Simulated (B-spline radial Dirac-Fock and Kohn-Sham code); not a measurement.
What relativity does to the binding energies of Hf²²⁺

System: the Hf²²⁺ ion in the configuration [Kr] 4d10 4f4.

Both columns are ΔSCF binding energies of the configuration average from a B-spline atomic structure program: non-relativistic Hartree-Fock with a point nucleus, and Dirac-Fock with a finite nucleus and the Coulomb interaction alone, averaged over the two j levels with weights 2j+1.

| shell | Hartree-Fock (eV) | Dirac-Fock (eV) | shift (eV) | shift (%) |
| --- | --- | --- | --- | --- |
| 1s | 61311.9 | 66326.9 | +5014.98 | +8.18 |
| 2s | 10666.8 | 11988.6 | +1321.83 | +12.39 |
| 2p | 10217.1 | 10653.6 | +436.54 | +4.27 |
| 3s | 2962.4 | 3287.7 | +325.26 | +10.98 |
| 3p | 2755.9 | 2876.8 | +120.89 | +4.39 |
| 3d | 2375.6 | 2359.5 | -16.08 | -0.68 |
| 4s | 1079.5 | 1169.0 | +89.51 | +8.29 |
| 4p | 990.5 | 1024.2 | +33.70 | +3.40 |
| 4d | 828.2 | 826.3 | -1.84 | -0.22 |
| 4f | 632.5 | 623.9 | -8.62 | -1.36 |

Relativity binds 1s, 2s, 2p, 3s, 3p, 4s, 4p more strongly, among those listed most of all 2s in relative terms, and 3d, 4d, 4f more weakly, because the contracted s and p shells screen the nucleus better.

Values without a named source are computed, but for edge energies of neutral atoms, which are taken from tables.
